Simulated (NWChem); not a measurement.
System: CaH5SO2F; SMILES [OH2]->[Ca]([F])([SH])<-[OH2]

```xyz
10

Ca    -0.1230     0.2898    -0.0216
F     -0.2252     2.3197     0.2571
S      1.0383    -1.9351     1.0012
H      1.4073    -2.4097    -0.2110
O     -1.8072    -1.2855     0.1962
H     -2.6775    -1.6024     0.4561
H     -1.1078    -1.9056     0.5599
O      0.4729     1.4950    -1.9368
H      1.1740     1.7732    -2.5318
H      0.2933     2.2227    -1.2735
```
Atoms are numbered in this order, from 1.

Program: NWChem. Pople sets run with spherical d functions. STO-3G and 3-21G are far too small for this property and stand as cheap habits. Structure relaxed at the PBE0/def2-SVP level. GIAO values for the isolated, static molecule; σ is the absolute isotropic shielding, δ = σ(reference) − σ with the isolated reference molecule computed at the same levels (19F: trichlorofluoromethane, 1H: tetramethylsilane, 17O: water).

```json
[
 {"level": "Hartree-Fock/6-31G*", "δ F2 (ppm)": "-91.0", "σ S3 (ppm)": "825.1", "δ H4 (ppm)": "-1.99", "δ O5 (ppm)": "30.3", "δ H6 (ppm)": "2.30", "δ H7 (ppm)": "7.23", "δ H10 (ppm)": "8.20", "relative time": "8"},
 {"level": "BHandHLYP/pcSseg-1", "δ F2 (ppm)": "-24.9", "σ S3 (ppm)": "757.6", "δ H4 (ppm)": "-1.29", "δ O5 (ppm)": "48.8", "δ H6 (ppm)": "2.42", "δ H7 (ppm)": "8.96", "δ H10 (ppm)": "9.19", "relative time": "20"},
 {"level": "Hartree-Fock/STO-3G", "δ F2 (ppm)": "-280.4", "σ S3 (ppm)": "1213.3", "δ H4 (ppm)": "-4.49", "δ O5 (ppm)": "-50.7", "δ H6 (ppm)": "1.44", "δ H7 (ppm)": "3.53", "δ H10 (ppm)": "4.09", "relative time": "1"}
]
```

The last column is a rough cost ratio, cheapest run = 1.
